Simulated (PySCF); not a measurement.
**F⁺: excitation energy**

F⁺ [He] 2s2 2p4 (3P) → F⁺ [He] 2s2 2p3 3s1, s spin flipped, as a difference of total energies. Computed with PySCF 2.14 in aug-cc-pwCVTZ, with the non-relativistic Hamiltonian (point nucleus). Correlated levels: valence: 1s2 frozen. The calculations carry no spin-orbit coupling.

```tsv
method	excitation energy (cm⁻¹)
UHF	172640
MP2 (valence)	180510
SCS-MP2 (valence)	181530
```

The upper determinant mixes two multiplicities, so it lies between the two terms.

The promoted electron is Rydberg-like, and one or two diffuse shells describe it only roughly, which tends to raise the upper state.
